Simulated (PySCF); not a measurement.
CH₈O₂Si₂. Atoms are numbered in the order given.

```xyz
13

Si     1.6928     0.9235    -0.0139
Si    -0.3539    -0.2238     0.0232
C     -1.7475     0.8211    -0.6706
O     -0.2716    -1.6730    -0.8142
O     -0.5949    -0.6289     1.6190
H      2.0382     1.3014    -1.4235
H      2.7994     0.0720     0.5204
H      1.6305     2.1871     0.7866
H     -1.8761     1.7426    -0.0797
H     -2.7043     0.2715    -0.6511
H     -1.5521     1.1219    -1.7139
H     -0.4566    -1.6451    -1.7598
H     -1.2072    -1.3589     1.7763
```

Coordinates come from a r2SCAN-D4/def2-SVP optimisation. This is a generated structure with no PubChem entry under its InChIKey; it may be hypothetical. One conformer was computed; it need not be the lowest.

Level of theory: PBE/pcSseg-1 run with PySCF.

GIAO shieldings, no solvent; atoms listed in one row are averaged. δ = σ(ref) − σ: ²⁹Si against TMS (σ = 335.4 ppm); ¹³C against TMS (σ = 182.0 ppm); ¹⁷O against H2O (σ = 334.3 ppm); ¹H against TMS (σ = 31.49 ppm), references at their B3LYP-D3(BJ)/def2-TZVP geometries, non-relativistic.

Question: Estimate the chemical shifts. (The exact figures need the calculation; the answer reports its results.)

Answer: 
| nucleus | atoms | count | δ (ppm) |
|---|---|---|---|
| ²⁹Si | Si2 | 1 | 17.2 |
| ²⁹Si | Si1 | 1 | -121.6 |
| ¹³C | C3 | 1 | 9.3 |
| ¹⁷O | O4 | 1 | 74.2 |
| ¹⁷O | O5 | 1 | 68.1 |
| ¹H | H6, H7, H8 | 3 | 3.60 |
| ¹H | H13 | 1 | 1.77 |
| ¹H | H12 | 1 | 1.25 |
| ¹H | H9, H10, H11 | 3 | 0.51 |
